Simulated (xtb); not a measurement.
Input for xtb: GFN2-xTB on H4P2 (SMILES PP), a point of a torsion scan.

```
$ xtb mol.xyz --gfn 2 --opt vtight --chrg 0 --uhf 0 --input xcontrol
6

P     -1.08821347    -0.13488667    -0.41086667
P      1.07122852     0.10121998    -0.37939465
H     -1.67942844     1.15739213    -0.09912411
H     -1.58594594    -1.13869609     0.49487055
H      1.73729281    -1.03534293     0.23383955
H      1.51240927     1.34347132     0.20213928
$constrain
  force constant=1.0
  dihedral: 3,1,2,5,140.0
$end
```

It printed:

```
[...]
           -------------------------------------------------
          |                Calculation Setup                |
           -------------------------------------------------



           -------------------------------------------------
          |                 G F N 2 - x T B                 |
           -------------------------------------------------

        Reference                      10.1021/acs.jctc.8b01176
      * Hamiltonian:
        H0-scaling (s, p, d)           1.850000    2.230000    2.230000
        zeta-weighting                 0.500000
      * Dispersion:
        s8                             2.700000
        a1                             0.520000
        a2                             5.000000
        s9                             5.000000
      * Repulsion:
        kExp                           1.500000    1.000000
        rExp                           1.000000
      * Coulomb:
        alpha                          2.000000
        third order                    shell-resolved
        anisotropic                    true
        a3                             3.000000
        a5                             4.000000
        cn-shift                       1.200000
        cn-exp                         4.000000
        max-rad                        5.000000


          ...................................................
          :                      SETUP                      :
          :.................................................:
          :  # basis functions                  24          :
          :  # atomic orbitals                  22          :
          :  # shells                           10          :
          :  # electrons                        14          :
          :  max. iterations                   250          :
          :  Hamiltonian                  GFN2-xTB          :
          :  restarted?                      false          :
          :  GBSA solvation                  false          :
          :  PC potential                    false          :
          :  electronic temp.          300.0000000     K    :
          :  accuracy                    1.0000000          :
          :  -> integral cutoff          0.2500000E+02      :
          :  -> integral neglect         0.1000000E-07      :
          :  -> SCF convergence          0.1000000E-05 Eh   :
          :  -> wf. convergence          0.1000000E-03 e    :
          :  Broyden damping             0.4000000          :
          :  net charge                          0          :
          :  unpaired electrons                  0          :
          ...................................................

 iter      E             dE          RMSdq      gap      omega  full diag
   1     -7.0370502 -0.703705E+01  0.474E+00    4.05       0.0  T
   2     -7.0432469 -0.619672E-02  0.263E+00    3.91       1.0  T
   3     -7.0434264 -0.179529E-03  0.115E+00    3.89       1.0  T
   4     -7.0434384 -0.119455E-04  0.132E-01    3.89       1.0  T
   5     -7.0434430 -0.459797E-05  0.782E-02    3.90       1.0  T
   6     -7.0434432 -0.289235E-06  0.286E-02    3.90       1.4  T
   7     -7.0434433 -0.526155E-07  0.779E-03    3.90       5.2  T
   8     -7.0434433 -0.635925E-08  0.240E-03    3.90      17.0  T
   9     -7.0434433 -0.695688E-09  0.390E-04    3.90     104.7  T
  10     -7.0434433 -0.297611E-10  0.163E-04    3.90     249.9  T

   *** convergence criteria satisfied after 10 iterations ***

         #    Occupation            Energy/Eh            Energy/eV
      -------------------------------------------------------------
         1        2.0000           -0.6695676             -18.2199
         2        2.0000           -0.6326232             -17.2146
         3        2.0000           -0.4932206             -13.4212
         4        2.0000           -0.4771026             -12.9826
         5        2.0000           -0.4654304             -12.6650
         6        2.0000           -0.3835798             -10.4377
         7        2.0000           -0.3644346              -9.9168 (HOMO)
         8                         -0.2210005              -6.0137 (LUMO)
         9                         -0.2133672              -5.8060
        10                         -0.1950605              -5.3079
        11                         -0.1389977              -3.7823
        12                         -0.1355970              -3.6898
       ...                                ...                  ...
        22                          1.3043924              35.4943
      -------------------------------------------------------------
                  HL-Gap            0.1434341 Eh            3.9030 eV
             Fermi-level           -0.2927175 Eh           -7.9652 eV

 SCC (total)                   0 d,  0 h,  0 min,  0.005 sec
 SCC setup                      ...        0 min,  0.000 sec (  2.859%)
 Dispersion                     ...        0 min,  0.000 sec (  1.066%)
 classica
[...]
3347             -11.3835
         7        2.0000           -0.4050630             -11.0223 (HOMO)
         8                         -0.2255278              -6.1369 (LUMO)
         9                         -0.2122753              -5.7763
        10                         -0.2054163              -5.5897
        11                         -0.1359117              -3.6983
        12                         -0.0437394              -1.1902
       ...                                ...                  ...
        22                          1.0012515              27.2454
      -------------------------------------------------------------
                  HL-Gap            0.1795352 Eh            4.8854 eV
             Fermi-level           -0.3152954 Eh           -8.5796 eV

 SCC (total)                   0 d,  0 h,  0 min,  0.002 sec
 SCC setup                      ...        0 min,  0.000 sec (  2.883%)
 Dispersion                     ...        0 min,  0.000 sec (  0.780%)
 classical contributions        ...        0 min,  0.000 sec (  0.367%)
 integral evaluation            ...        0 min,  0.000 sec ( 29.119%)
 iterations                     ...        0 min,  0.000 sec ( 23.198%)
 molecular gradient             ...        0 min,  0.001 sec ( 40.199%)
 printout                       ...        0 min,  0.000 sec (  2.915%)

         :::::::::::::::::::::::::::::::::::::::::::::::::::::
         ::                     SUMMARY                     ::
         :::::::::::::::::::::::::::::::::::::::::::::::::::::
         :: total energy              -7.064714751179 Eh    ::
         :: gradient norm              0.000183205276 Eh/a0 ::
         :: HOMO-LUMO gap              4.885401251447 eV    ::
         ::.................................................::
         :: SCC energy                -7.108535018891 Eh    ::
         :: -> isotropic ES            0.000914266257 Eh    ::
         :: -> anisotropic ES          0.000927573530 Eh    ::
         :: -> anisotropic XC          0.003140687448 Eh    ::
         :: -> dispersion             -0.002828526384 Eh    ::
         :: repulsion energy           0.043801509879 Eh    ::
         :: add. restraining           0.000018757833 Eh    ::
         :: total charge               0.000000000000 e     ::
         :::::::::::::::::::::::::::::::::::::::::::::::::::::

           -------------------------------------------------
          |                Property Printout                |
           -------------------------------------------------

    * Orbital Energies and Occupations

         #    Occupation            Energy/Eh            Energy/eV
      -------------------------------------------------------------
         1        2.0000           -0.6804014             -18.5147
         2        2.0000           -0.6403819             -17.4257
         3        2.0000           -0.4864101             -13.2359
         4        2.0000           -0.4793174             -13.0429
         5        2.0000           -0.4564538             -12.4207
         6        2.0000           -0.4183347             -11.3835
         7        2.0000           -0.4050630             -11.0223 (HOMO)
         8                         -0.2255278              -6.1369 (LUMO)
         9                         -0.2122753              -5.7763
        10                         -0.2054163              -5.5897
        11                         -0.1359117              -3.6983
        12                         -0.0437394              -1.1902
        13                         -0.0320685              -0.8726
        14                         -0.0319684              -0.8699
        15                         -0.0273853              -0.7452
        16                          0.1198615               3.2616
        17                          0.1506356               4.0990
        18                          0.2537867               6.9059
       ...                                ...                  ...
        22                          1.0012515              27.2454
      -------------------------------------------------------------
                  HL-Gap            0.1795352 Eh            4.8854 eV
             Fermi-level           -0.3152954 Eh           -8.5796 eV

     #   Z          covCN         q      C6AA      α(0)
     1  15 P        2.932    -0.102   164.891    23.071
     2  15 P        2.932    -0.102   164.892    23.071
     3   1 H        0.977     0.050     2.308     2.374
     4   1 H        0.977     0.051     2.295     2.367
     5   1 H        0.977     0.050     2.309     2.375
     6   1 H        0.977     0.052     2.294     2.367

 Mol. C6AA /au·bohr⁶  :       1005.717158
 Mol. C8AA /au·bohr⁸  :      44989.780893
 Mol. α(0) /au        :         55.625185


Wiberg/Mayer (AO) data.
largest (>0.10) Wiberg bond orders for each atom

 ---------------------------------------------------------------------------
     #   Z sym  total        # sym  WBO       # sym  WBO       # sym  WBO
Note: The following floating-point exceptions are signalling: IEEE_UNDERFLOW_FLAG IEEE_DENORMAL
normal termination of xtb
 ---------------------------------------------------------------------------
     1  15 P    3.234 --     2 P    1.252     4 H    0.963     3 H    0.958
     2  15 P    3.234 --     1 P    1.252     6 H    0.963     5 H    0.958
     3   1 H    0.997 --     1 P    0.958
     4   1 H    0.997 --     1 P    0.963
     5   1 H    0.997 --     2 P    0.958
     6   1 H    0.997 --     2 P    0.963
 ---------------------------------------------------------------------------

Topologies differ in total number of bonds
Writing topology from bond orders to xtbtopo.mol

molecular dipole:
                 x           y           z       tot (Debye)
 q only:       -0.007       0.046       0.337
   full:       -0.015       0.101       0.747       1.917
molecular quadrupole (traceless):
                xx          xy          yy          xz          yz          zz
 q only:        0.180      -0.585       0.335       0.088      -0.081      -0.515
  q+dip:       -0.905      -1.811       1.193       0.224      -0.133      -0.288
   full:       -0.914      -2.405       1.637       0.313      -0.266      -0.722

           -------------------------------------------------
          |                Geometry Summary                 |
           -------------------------------------------------

      molecular mass/u    :       65.9792870
   center of mass at/Å    :        0.0045778      -0.0223951      -0.5206162
  moments of inertia/u·Å² :        0.7509314E+01   0.8303737E+02   0.8335082E+02
rotational constants/cm⁻¹ :        0.2244896E+01   0.2030126E+00   0.2022491E+00

 * 5 selected distances

     #   Z          #   Z                                           value/Å
     1  15 P        2  15 P                                       2.1754901 (max)
     1  15 P        3   1 H                                       1.3922314 (min)
     1  15 P        4   1 H                                       1.3951805
     2  15 P        5   1 H                                       1.3925146
     2  15 P        6   1 H                                       1.3951411

 * 2 distinct bonds (by element types)

   Z      Z             #   av. dist./Å        max./Å        min./Å
   1 H   15 P           4     1.3937669     1.3951805     1.3922314
  15 P   15 P           1     2.1754901     2.1754901     2.1754901


optimized geometry written to: xtbopt.xyz


           -------------------------------------------------
          | TOTAL ENERGY               -7.064714751179 Eh   |
          | GRADIENT NORM               0.000183205276 Eh/α |
          | HOMO-LUMO GAP               4.885401251447 eV   |
           -------------------------------------------------

------------------------------------------------------------------------
------------------------------------------------------------------------
 total:
 SCF:
 ANC optimizer:
```

The run finished.

Warnings raised: the energy holds the restraint's term.

Cost: around 0.10 core-seconds (rough).
